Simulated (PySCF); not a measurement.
## Correlation energy of In (indium, neutral)

[Kr] 4d10 5s2 5p1, 2P determinant. Calculation: PySCF 2.14, in aug-cc-pVTZ-PP with ECP28MDF (6s5p4d2f, 55 functions); scalar relativity through the core potential. Frozen: 4s2 4p6 4d10; 3 electrons correlated.

| level | correlation energy (mhartree) |
| --- | --- |
| CCSD | -41.64 |
| (T) | -0.79 |
| CCSD(T) | -42.43 |
| CCSDT | -42.72 |

Diagnostics: T1 = 0.014, D1 = 0.0318, largest double amplitude 0.050.

Question: Is a single reference adequate?

Answer: Yes, within this model without spin-orbit coupling: T1 lies below 0.03 and no double amplitude reaches 0.07.
